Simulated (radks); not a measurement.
Values are calculated unless marked as measured or tabulated.
Task: Radial electron density D(r) = 4 pi r^2 rho(r) of an atom or ion with 13 electrons. Code: a radial shooting solver on a logarithmic mesh with Libxc functionals. Model: non-relativistic Kohn-Sham, PBE, spin-polarised, spherical densities, point nucleus.

```
   r/bohr * D(r) (the largest magnitude, 15.8, reaches the edge; | marks zero)
  0.01079 |      *
  0.01428 |          *
  0.01874 |               *
  0.02479 |                       *
   0.0328 |                                *
  0.04306 |                                          *
  0.05697 |                                                   *
  0.07478 |                                                      *
  0.09894 |                                                  *
   0.1299 |                                          *
   0.1718 |                                  *
   0.2274 |                                  *
   0.2984 |                                          *
   0.3949 |                                                 *
   0.5183 |                                           *
   0.6858 |                           *
   0.9001 |            *
    1.191 |     *
    1.576 |    *
    2.068 |    *
    2.737 |  *
    3.592 |*
    4.753 *
    6.239 *
    8.255 *
    10.92 *
    14.34 *
```

What is the nuclear charge?

Result: Z = 14. The innermost maximum, from 1s, lies near 1/Z = 0.0714 bohr (found: 0.0754), and its height grows with Z. The density is that of the silicon ion Si+ in [Ne] 3s1.75 3p1 4p0.25; the configuration itself is not fixed sharply by these data, and Z only to about a unit. D(r) has 3 maxima, at r = 0.0754, 0.408, 1.68 bohr, and minima at 0.195, 1.44 bohr, inside which lie 2.19, 10.45 electrons.
